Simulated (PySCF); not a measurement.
HFSi, triplet, at a GFN2-xTB geometry (the spin is typed, not shown lowest). Base run: PBE0/def2-SVPD (PySCF).

Here is a job for PySCF.
```python
from pyscf import gto, scf, dft, solvent

mol = gto.Mole()
mol.atom = '''
    Si   -0.238345   -0.384236    0.393173
    H    -1.012533   -1.274069   -0.434734
    F     0.483263    0.739264   -0.563298
'''
mol.basis = 'def2-svpd'
mol.charge = 0
mol.spin = 2
mol.verbose = 4
mol.build()

mf = dft.UKS(mol)
mf.xc = 'pbe0'
mf.kernel()
mf.analyze()
```

Variants of this job, named by their change:

| change | ΔE vs base (kcal/mol) | dipole (D) |
|---|---|---|
| base | 0.000 | 1.48 |
| model = ddCOSMO; solvent = dimethylsulfoxide | -1.67 | 1.84 |
| model = SS(V)PE; solvent = dimethylsulfoxide | -1.57 | 1.84 |
| model = IEF-PCM; solvent = chloroform | -1.14 | 1.74 |
| model = IEF-PCM; solvent = dimethylsulfoxide; lebedev_order = 11 | -1.56 | 1.84 |
| model = IEF-PCM; solvent = dimethylsulfoxide; r_probe = 0.5 | -0.72 | 1.69 |
| model = C-PCM; solvent = dimethylsulfoxide | -1.60 | 1.85 |
| model = IEF-PCM; solvent = dimethylsulfoxide; lebedev_order = 41 | -1.59 | 1.84 |
| model = IEF-PCM; solvent = dimethylsulfoxide; vdw_scale = 1.4 | -0.89 | 1.73 |
| model = IEF-PCM; solvent = dimethylsulfoxide; vdw_scale = 1.1 | -2.23 | 1.93 |
| model = IEF-PCM; solvent = dimethylsulfoxide; vdw_scale = 1.0 | -3.31 | 2.04 |
| model = IEF-PCM; solvent = n-hexane | -0.576 | 1.61 |

The base is the gas phase, so ΔE is the electrostatic part of solvation at a fixed geometry, without cavity and dispersion terms.

Open shells are given as the SCF converged; they aren't shown to be the lowest states, and a large step between rows can be another state.
